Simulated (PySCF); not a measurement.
Species: 2-cyanopyridine, C6H4N2.
Cartesian coordinates in Å at the GFN2-xTB level; atoms count from 1:
```
atom  x, y, z in Å
N1     3.596   -0.597   -0.141
C2     2.456   -0.494   -0.106
C3     1.046   -0.307   -0.057
C4     0.535    0.984    0.093
C5    -0.841    1.135    0.138
C6    -1.642    0.008    0.034
C7    -1.026   -1.229   -0.114
N8     0.279   -1.390   -0.158
H9     1.202    1.828    0.169
H10   -1.279    2.116    0.251
H11   -2.717    0.084    0.067
H12   -1.607   -2.138   -0.203
```

Definitions: NICS(0) = −σiso at the ring centroid; NICS(1) = −σiso and NICS(1)zz = −σzz at ±1 Å along the ring normal z. Level: GIAO PBE0/pcSseg-1 (PySCF, non-relativistic, gas phase) on the GFN2-xTB geometry, one conformer.

Ring bond lengths (Å), with Mayer bond orders in brackets: C3–C4 1.397 (1.31), C4–C5 1.385 (1.44), C5–C6 1.386 (1.43), C6–C7 1.390 (1.38), C7–N8 1.317 (1.51), N8–C3 1.331 (1.46).

Task: Give the NICS values of each ring in ppm.

Result: 
```tsv
ring	type	NICS(0)	NICS(1), two faces	NICS(1)zz, two faces	rms pucker (Å)	centre to ring atoms, mean (Å)
C3–C4–C5–C6–C7–N8	6-membered ring with N; formal bonds all aromatic	-7.7	-11.3 / -11.4	-28.2 / -28.2	0.00	1.37
```

Task: What can be read from them?

Result: 
- C3–C4–C5–C6–C7–N8: mean NICS(1)zz -28.2 ppm, shielded. The ring is flat and has no four-coordinate atom; by the NICS criterion it is aromatic.

Task: What does the geometric index give? HOMA takes Krygowski's 1993 parameters.

Result: 
- C3–C4–C5–C6–C7–N8: HOMA 0.99; the largest term is that of C7–N8, α(R − Ropt)² = 0.03. The geometric and the magnetic index point the same way.
